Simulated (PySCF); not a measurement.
LiCl, SMILES [Li][Cl]. Heavy atoms are numbered as in [Li:1][Cl:2].

Geometry optimised at PBE0-D3(BJ)/def2-TZVPD.

The numbers are results of M06-2X/def2-TZVPD run with PySCF, not measurements.

Mulliken values depend strongly on the basis, most of all with diffuse functions as here. ESP charges are fitted to the potential on shells at 1.4 to 2.0 van der Waals radii. Atomic charges (e), one atom of each kind:

```json
[
 {"atom": "Li1", "meta-Löwdin": "0.85", "Mulliken": "0.86", "ESP fit": "0.72"},
 {"atom": "Cl2", "meta-Löwdin": "-0.85", "Mulliken": "-0.86", "ESP fit": "-0.72"}
]
```
